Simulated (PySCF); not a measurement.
BaCl2, SMILES [Cl][Ba][Cl]. Atoms are numbered in the order given.

```xyz
3

Ba     0.0000     0.0000    -0.4592
Cl     0.0000     2.4571     0.7563
Cl     0.0000    -2.4571     0.7563
```

Coordinates come from a B3LYP-D3(BJ)/def2-TZVP optimisation. The isomer is the one that the SMILES or the coordinates give; other isomers of the formula were not compared. The def2 effective core potentials stand for the cores of Ba; spin–orbit coupling is left out.

Method: PBE/def2-TZVPD in PySCF.

Symmetry labels are those of the subgroup C2v that the program uses (full group C2v).

Computed valence orbital energies around the gap with their symmetry:
```csv
orbital,symmetry,energy (eV)
HOMO−7,A1,-17.78
HOMO−6,B2,-17.16
HOMO−5,A1,-7.02
HOMO−4,B2,-6.69
HOMO−3,A2,-6.58
HOMO−2,A1,-6.46
HOMO−1,B1,-6.45
HOMO,B2,-6.29
LUMO,A1,-2.46
LUMO+1,A1,-1.58
LUMO+2,B1,-1.58
LUMO+3,B2,-0.89
```
